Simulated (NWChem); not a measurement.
Si₂H₄Cl₂; SMILES Cl[SiH2][SiH2]Cl

```xyz
8

Si     0.7761     0.8758     0.0000
Cl    -0.3083     2.6504     0.0000
Si    -0.7761    -0.8758     0.0000
Cl     0.3083    -2.6504     0.0000
H      1.6355     0.8346    -1.2174
H      1.6355     0.8346     1.2174
H     -1.6355    -0.8346    -1.2174
H     -1.6355    -0.8346     1.2174
```
Atoms are numbered in this order, from 1.

Computed with NWChem. Pople sets run with spherical d functions. All runs use the structure optimised with PBE0/def2-SVP. GIAO values for the isolated, static molecule; σ is the absolute isotropic shielding, δ = σ(reference) − σ with the isolated reference molecule computed at the same levels (1H: tetramethylsilane, 29Si: tetramethylsilane).

For level B3LYP/6-311G**:

```yaml
"δ H5 (ppm)": 5.19
```

Task: What are these values for level LDA (Slater exchange, VWN5)/pcSseg-1?

Result: 
| Property | Result |
|---|---|
| δ H5 (ppm) | 5.59 |
